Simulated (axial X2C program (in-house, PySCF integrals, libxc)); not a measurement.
Low determinants of SbB at the PBE0 level, spin-free

All values were computed with an axial X2C code built on PySCF integrals. Spin-free means the one-electron spin-free X2C Hamiltonian. Basis: Sb dyall-cv3z [11s12p8d4f1g], B dyall-v3z [7s6p2d1f] (cores contracted in-house); Gaussian nuclei, density fitting, unrestricted open shells. Masses: Sb 120.904 u, B 11.009 u.

Search at 2.061 Å (vertical energies from the lowest determinant):

```tsv
ΔE (eV)	state	electrons beyond evenly filled partner blocks	electrons in σ, π, δ, φ
0.00	M_S = 1, Λ = 1	σα, π+α, π+β, π-α	25 23 8 0
0.13	M_S = 0, Λ = 1	σβ, π+α, π+β, π-α	25 23 8 0
0.88	M_S = 0, Λ = 0	closed shell	24 24 8 0
0.88	M_S = 1, Λ = 0	π+α, π-α	26 22 8 0
1.60	M_S = 0, Λ = 0	π+β, π-α	26 22 8 0
1.60	M_S = 0, Λ = 2	π+α, π+β	26 22 8 0
1.79	M_S = 2, Λ = 1	σα, 2 × π+α, π-α	25 23 8 0
```

Lowest determinant, M_S = 1, Λ = 1 (beyond evenly filled blocks: σα, π+α, π+β, π-α): Re = 2.051 Å, ωe = 691.1 cm⁻¹.

The determinant in row 2 of the search, M_S = 0, Λ = 1 (beyond evenly filled blocks: σβ, π+α, π+β, π-α), was followed along the bond at PBE0; measured from the minimum of the lowest determinant it gives:

Te = 0.127 eV (1027 cm⁻¹), Re = 2.057 Å, ωe = 683.5 cm⁻¹.

Compare the bond of the determinant in row 2 with that of the lowest one.

At PBE0 its Re is 0.006 Å longer and its force constant, which goes as ωe², is 0.98 times that of the lowest determinant. This determinant mixes spin states, so it has no term energy of its own.

The search compares states at one distance, so a state with another bond length can lie lower; it is not exhaustive and yields mostly the lowest determinant of each block pattern, so other components and higher states of one pattern are missing. These are energies of single determinants, not of spin-adapted states; PBE0 term energies can be off by some tenths of an eV, and the functional has no current term. The lowest determinant need not be the ground state where others lie within half an eV. Row 2 is spin-contaminated (⟨S²⟩ = 1.03 against 0.00), so its values are not those of a pure state.
